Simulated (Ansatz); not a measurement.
Relaxation of CH₄FGaO (8 atoms, charge 0, multiplicity 1), to a largest force component of 0.03 eV/Å in at most 50 steps.

The calculation used Ansatz 0.2.0, UKS r2SCANh-D4/def2-SVP.

```xyz
8
Properties=species:S:1:pos:R:3
Ga -0.940 -1.095 1.054
F -1.234 -1.306 -0.692
O 0.333 0.266 0.698
C 0.800 0.882 -0.656
H 0.184 0.278 -1.327
H -1.557 -1.679 2.314
H 0.536 1.945 -0.640
H 1.877 0.709 -0.751
```

Problem. Where does it end, and by what steps?

Solution. It converged. After 6 steps the energy has fallen by 1.014 eV; F2 moved furthest, 0.35 Å.

```
step  energy less start (eV)  largest force component (eV/Å)  accepted
   0                  0.0000                           2.843       yes
   1                 -0.8220                           2.068       yes
   2                 -0.9620                           0.854       yes
   3                 -0.9948                           0.554       yes
   4                 -1.0123                           0.178       yes
   5                 -1.0143                           0.061       yes
   6                 -1.0145                           0.020       yes
```

```xyz
8
Properties=species:S:1:pos:R:3
Ga -0.882 -0.976 0.877
F -1.497 -1.532 -0.666
O 0.322 0.299 0.703
C 0.756 0.822 -0.530
H 0.280 0.334 -1.396
H -1.362 -1.548 2.216
H 0.535 1.901 -0.580
H 1.848 0.700 -0.624
```

Whether the end is a true minimum wasn't checked by a vibrational analysis.

Time of the run: 42 s on 4 threads of Arm Neoverse N1, on a shared host, peak memory 0.34 GiB.
